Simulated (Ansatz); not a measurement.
Sn(vinyl)I3 (C2H3I3Sn), relaxed as a singlet with RKS PBE-D4/def2-SVP in Ansatz, starting from the GFN2-xTB geometry. Force threshold 0.02 eV/Å.

In the def2 sets I, Sn take a core potential; there is no spin–orbit coupling.

Start:

```csv
atom,x (Å),y (Å),z (Å)
Sn1,-1.183,-0.525,0.289
C2,1.004,-0.172,0.077
C3,1.472,0.906,-0.496
H4,1.601,-0.969,0.486
H5,0.846,1.689,-0.895
H6,2.538,1.066,-0.593
I7,-2.313,1.483,1.747
I8,-1.593,-2.904,1.549
I9,-2.373,-0.574,-2.164
```

Q: Estimate the energy that the relaxation releases and the steps that it takes.

A: 8.9 kJ/mol, in 6 steps; 14 s on 2 threads of AMD EPYC 7R13 on a shared host. No frequencies were taken in this run, so the end may be a saddle point.

Q: Does the start keep its bonding and symmetry?

A: By distances, no bond broke or formed. The bond that changes most is Sn1–C2, from 2.23 to 2.15 Å (atoms count from 1). Point group Cs at the start, Cs at the end, both within 0.05 Å.

Q: Predict the relaxed structure.

A: 
```xyz
9

Sn   -1.1569   -0.5205    0.2886
C     0.9634   -0.1929    0.0865
C     1.4593    0.9086   -0.4954
H     1.6046   -0.9936    0.4950
H     0.8235    1.7122   -0.9057
H     2.5498    1.0602   -0.5905
I    -2.3069    1.4795    1.7277
I    -1.5750   -2.8917    1.5425
I    -2.3618   -0.5618   -2.1487
```
Bond lengths: 3 × I–Sn 2.71 to 2.72 Å; 1 × C–Sn 2.15 Å; 1 × C–C 1.34 Å; 3 × C–H 1.10 to 1.11 Å.
